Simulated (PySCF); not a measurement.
Does the answer move with the share of exact exchange?

Species: C₂H₆Cl₂OSi.
SMILES: `CO[Si@H](Cl)CCl`

Torsions of this conformer, `[CH3:1][O:2][Si@H:3]([Cl:4])[CH2:5][Cl:6]`: C1–O2–Si3–Cl4 -66°, O2–Si3–C5–Cl6 -71°.

PySCF, pcSseg-1 basis, density fitting, gas phase, PBE0-D3(BJ)/def2-SVP geometry. One functional is left out:

```json
{"functional": "B97-D", "exact exchange (%)": "0", "HOMO energy (eV)": "-6.93", "LUMO energy (eV)": "-0.80", "dipole moment (D)": "1.113"}
{"functional": "BLYP", "exact exchange (%)": "0", "HOMO energy (eV)": "-6.75", "LUMO energy (eV)": "-0.73", "dipole moment (D)": "1.093"}
{"functional": "BP86", "exact exchange (%)": "0", "HOMO energy (eV)": "-7.03", "LUMO energy (eV)": "-1.02", "dipole moment (D)": "1.121"}
{"functional": "LDA", "exact exchange (%)": "0", "HOMO energy (eV)": "-7.03", "LUMO energy (eV)": "-1.16", "dipole moment (D)": "1.132"}
{"functional": "OPBE", "exact exchange (%)": "0", "HOMO energy (eV)": "-6.93", "LUMO energy (eV)": "-0.82", "dipole moment (D)": "1.074"}
{"functional": "PBE", "exact exchange (%)": "0", "HOMO energy (eV)": "-6.91", "LUMO energy (eV)": "-0.91", "dipole moment (D)": "1.087"}
{"functional": "B3LYP", "exact exchange (%)": "20", "HOMO energy (eV)": "-8.05", "LUMO energy (eV)": "-0.08", "dipole moment (D)": "1.158"}
{"functional": "B97-2", "exact exchange (%)": "21", "HOMO energy (eV)": "-8.08", "LUMO energy (eV)": "0.07", "dipole moment (D)": "1.157"}
{"functional": "mPW1PW91", "exact exchange (%)": "25", "HOMO energy (eV)": "-8.36", "LUMO energy (eV)": "0.12", "dipole moment (D)": "1.176"}
{"functional": "BHandHLYP", "exact exchange (%)": "50", "HOMO energy (eV)": "-9.57", "LUMO energy (eV)": "1.28", "dipole moment (D)": "1.241"}
```

Predict the row of PBE0 (25 % exact exchange) by straight lines through the other rows, and check it.

| property | line | computed | computed − line | mPW1PW91 (25 %), for comparison |
| --- | --- | --- | --- | --- |
| HOMO energy (eV) | -8.28 | -8.32 | -0.04 | -8.36 |
| LUMO energy (eV) | 0.18 | 0.12 | -0.06 | 0.12 |
| dipole moment (D) | 1.172 | 1.164 | -0.008 | 1.176 |

Which of these properties follows the share of exact exchange most closely, and which least?

Most closely the HOMO energy, least the dipole moment; the correlations over the tabulated rows are HOMO energy -0.996, LUMO energy 0.986, dipole moment 0.943. The HOMO energy moves by -0.537 eV for every 10 %. Functionals with the same share still differ in their other parts: at 0 % BLYP and BP86 differ by 0.28 eV in it.
